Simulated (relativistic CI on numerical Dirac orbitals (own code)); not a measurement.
What each ingredient does to the levels of I VI

Base calculation: Dirac-Coulomb-Breit CI, orbitals from a KLI potential per configuration, model QED, valence Slater integrals scaled by 0.85, P86 correlation energy added to each configuration.

Configuration list (outside the closed core [Kr]): 4d10 5s2, 4d10 5s 5p, 4d10 5p2, 4d10 5s 5d, 4d10 5d2, 4d10 5s 5f, 4d10 4f2, 4d10 5s 5g, 4d10 5p 5d, 4d10 5s 4f, 4d10 4f 5p, 4d10 5s 6s, 4d10 5s 6p, 4d10 5f2, 4d9 5s2 4f, 4d10 5p 5f, 4d10 5s 6d, 4d10 4f 5d, 4d10 5s 7s, 4d10 5g2, 4d10 5p 5g, 4d10 5s 7p, 4d9 5s2 5p, 4d10 5s 6f, 4d10 5s 7d, 4d10 5s 8s, 4d10 5d 5f, 4d10 4f 5f, 4d10 5d 5g, 4d10 4f 5g. Double excitations out of closed p, d and f shells are left out; levels of such configurations are missing from the list, as are those of other unlisted configurations, and high levels can miss mixing partners. These lack a partner that the ground configuration has and come out too high: 4d9 5s2 4f, 4d9 5s2 5p.

Variants: (1) valence Slater integrals scaled by 0.75; (2) Slater integrals left unscaled; (3) Breit term removed; (4) configuration mixing switched off. Shifts of the energy above 4d10 5s2 1S_0, in cm⁻¹, for the lowest level and the first level of each name with at least 55 % of one term (blank where a level changes its place among those of its configuration and J or its character, or is not in the variant):

```tsv
Level	Base	Δ(1)	Δ(2)	Δ(3)	Δ(4)	Measured
4d10 5s2 1S_0	0	0	0	0	0	0
4d10 5s 5p 3P°_0	81037	+309	-312	-180	-4667	85666
4d10 5s 5p 3P°_1	84561	+196	-173	-138	-4433	89262
4d10 5s 5p 3P°_2	94591	+229	-195	+18	-4570	99685
4d10 5s 5p 1P°_1	122726	-2690	+3893	+24	+3859	127424
4d10 5p2 3P_0	198338	-619	+1007	-286	-4953	200085
4d10 5p2 1D_2	205647	+304	-475	-94		209432
4d10 5p2 3P_1	206198	-287	+583	-132	-4672	208474
4d10 5p2 3P_2	218339	+39	+129	+73		221984
4d10 5p2 1S_0	242789	-3341	+5208	+29	-5297	245658
4d10 5s 5d 3D_1	248445	-564	+991	+193	-4489	251817
4d10 5s 5d 3D_2	249123	-570	+997	+214	-4484	252540
4d10 5s 5d 3D_3	250243	-568	+995	+249	-4427	253752
4d10 5s 5d 1D_2	268006	-2962	+4486	+214	-11626	270095
4d10 5s 4f 3F°_2	271413	-627	+1069	+466	-4310	
4d10 5s 4f 3F°_3	271430	-638	+1089	+495	-4368	
4d10 5s 4f 3F°_4	271450	-651	+1113	+529	-4442	
4d10 5s 4f 1F°_3	276729	-1047	+1641	+498	-1102	
4d10 5s 6s 3S_1	291989	-877	+1504	+160	-5440	296253
4d10 5s 6s 1S_0	299577	-1769	+2835	+166	-5048	302858
4d10 5s 6p 3P°_0	330882	-912	+1541	+107	-5072	335738
4d10 5s 6p 3P°_1	331637	-950	+1589	+109	-5039	336197
```

At this charge configurations can still be misplaced by up to about 7 % of their energy. Levels and lines within the n = 5 or 6 shells can be off by up to 10 % or somewhat more, and those that change n by about 2 %, since core polarisation is missing. 30 of the 36 excited levels that our extract of the measured tables holds in this range could be paired (the sources list more); they are missed by 4348 cm⁻¹ on average and 7111 at most, and levels without a partner can miss by more.

Measured levels: measured levels as listed in Rauch et al., Astron. Astrophys. 606, A105 (2017).

Ionisation energy from the two ground configurations alone: base 73.28 eV; Breit term removed 73.31 eV. The NIST ASD value (semi-empirical) is 74.4 eV.

LS names give the leading component of a level, which can be under half, so a name can repeat, a term be missing and a line seem to break the LS rules.
